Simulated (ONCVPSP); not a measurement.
**tin (Sn), ONCV: configuration errors across variants**

Sn, optimised norm-conserving Vanderbilt (ONCV), made with ONCVPSP 4.0.1 (PBE, scalar-relativistic). Core [Ar] 3d10, reference 4s2 4p6 4d10 5s2 5p1 (charge +1). Waves: 4s+5s: rc 1.45 bohr, ncon 5, nbas 8, qcut 7.5 1/bohr, 3 projectors, debl 1 Ha; 4p+5p: rc 1.60 bohr, ncon 3, nbas 6, qcut 8.1 1/bohr, 2 projectors; 4d: rc 1.65 bohr, ncon 4, nbas 9, qcut 9.1 1/bohr, 3 projectors, debl 3.6 Ha. Local part: polynomial inside 1.05 bohr (lpopt 4, dvloc0 6 Ha). Core correction: Teter function, fcfact 3, rcfact 1.1.

All-electron excitation energies from the reference (eV): (1) 4s2 4p6 4d10 5s2 5p2 -6.875; (2) 4s2 4p6 4d10 5s2 5p0 13.953; (3) 4s2 4p6 4d10 5s1 5p0 44.925; (4) 4s2 4p5 4d10 5s2 5p2 90.647.

Errors AE − PS in meV (a dash: test not solved or not reliable):

| change | (1) | (2) | (3) | (4) | bound ghosts | GHOST(+) flags above zero |
| --- | --- | --- | --- | --- | --- | --- |
| base | +1.4 | -3.2 | -13 | -149 | none | s |
| p: rc 1.46 | +1.3 | -3.1 | -13 | -160 | none | s |
| core correction polynomial model core, fcfact 0.3 | +1.4 | -3.2 | -13 | -152 | none | s |
| core correction Teter function, fcfact 5.3, rcfact 1.1 | +1.4 | -3.2 | -13 | -150 | none | s |
| s: qcut 10.4; p: qcut 11.2; d: qcut 12.6 | +1.4 | -3.3 | -10 | -133 | none | s |

Question: Give the same row for: s: qcut 5.6.

Answer: +1.4, -3.2, -14, -146; bound ghosts: none; GHOST(+) flags above zero: s.
